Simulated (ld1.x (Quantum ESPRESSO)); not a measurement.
**Rh (Z = 45): variants of one RRKJ potential**

Base potential:

ld1.x (Quantum ESPRESSO) 7.5 input, shortened:

```
&input
   title='Rh', zed=45., rel=1, dft='BLYP', iswitch=3,
   config='[Kr] 4d8 5s1 5p0'
 /
 &inputp
   pseudotype=2, tm=.false., lloc=1,
   nlcc=.true., rcore=0.70
 /
3
4S  1  0   2.00   0.00  1.50  1.50  0.0
4D  3  2   8.00   0.00  1.90  1.90  0.0
4P  2  1   6.00   0.00  1.25  1.25  0.0
 &test
   configts(1)='4s2 4p6 4d8 5s1 5p0'
 /
```

Occupied shells without a wave of their own: 5s. They enter only through the test configuration that unscreens the potential, and ld1.x also counts them in the model core charge.

Cutoffs, loose and tight: the cutoffs (Ry, on a coarse ladder) from which the occupation-weighted sum of valence levels, in a spherical-Bessel basis at the reference potential, stays within 10 and 1 mRy of its value at 400 Ry. They do not see the model core or the augmentation charge, which bear on the density cutoff. Test errors are all-electron minus pseudo excitation energies from the reference, over the configurations 4s2 4p6 4d8 5s0 5p0; 4s2 4p6 4d7 5s0 5p0; 4s2 4p6 4d6 5s0 5p0; 4s2 4p6 4d9 5s0 5p0; 4s2 4p6 4d8 5s0 5p1; 4s2 4p6 4d7 5s1 5p0; 4s1 4p6 4d8 5s1 5p0. A dash means not determined; rows that change the core or the reference have their own tests.

With those shells counted twice in exchange and correlation these files are broken, and their errors move erratically; no question is asked of them.

```csv
change,outcome,"cutoff, loose","cutoff, tight",bound ghosts,largest test error (meV)
base,"generated, misses its reference levels by 0.24 eV",100 Ry,140 Ry,none,-956
wave 4p (bound): rc 1.25 bohr becomes 4p (bound): rc 0.84 bohr,"generated, misses its reference levels by 0.27 eV",260 Ry,over 300 Ry,none,-1044
wave 4p (bound): rc 1.25 bohr becomes 4p (bound): rc 1.00 bohr,"generated, misses its reference levels by 0.22 eV",140 Ry,180 Ry,none,-904
wave 4p (bound): rc 1.25 bohr becomes 4p (bound): rc 1.14 bohr,"generated, misses its reference levels by 0.23 eV",120 Ry,160 Ry,none,-920
wave 4p (bound): rc 1.25 bohr becomes 4p (bound): rc 1.30 bohr,"generated, misses its reference levels by 0.25 eV",80 Ry,140 Ry,none,-988
wave 4p (bound): rc 1.25 bohr becomes 4p (bound): rc 1.44 bohr,"generated, misses its reference levels by 0.29 eV",60 Ry,100 Ry,none,-1075
wave 4p (bound): rc 1.25 bohr becomes 4p (bound): rc 1.56 bohr,"generated, misses its reference levels by 0.33 eV",55 Ry,80 Ry,none,-1159
wave 4p (bound): rc 1.25 bohr becomes 4p (bound): rc 1.74 bohr,"generated, misses its reference levels by 0.38 eV",50 Ry,80 Ry,none,-1271
wave 4p (bound): rc 1.25 bohr becomes 4p (bound): rc 1.90 bohr,"generated, misses its reference levels by 0.41 eV",50 Ry,80 Ry,none,-1337
```

Reading the sweep of the p radius (base included, trends over the rows without a ghost): The loose cutoff falls from 260 Ry at 0.84 to 50 Ry at 1.9 bohr. A larger radius leaves more room for a smooth pseudo-wave, so fewer plane waves are needed; a smaller one forces it to follow the all-electron wave where it bends sharply. The median size of the test errors (rows with all tests solved) rises from 297.3 meV at 0.84 to 356.4 meV at 1.9 bohr, with one reversal. More of the atom is replaced by a form fitted at one configuration, so other configurations suffer as the radius grows.
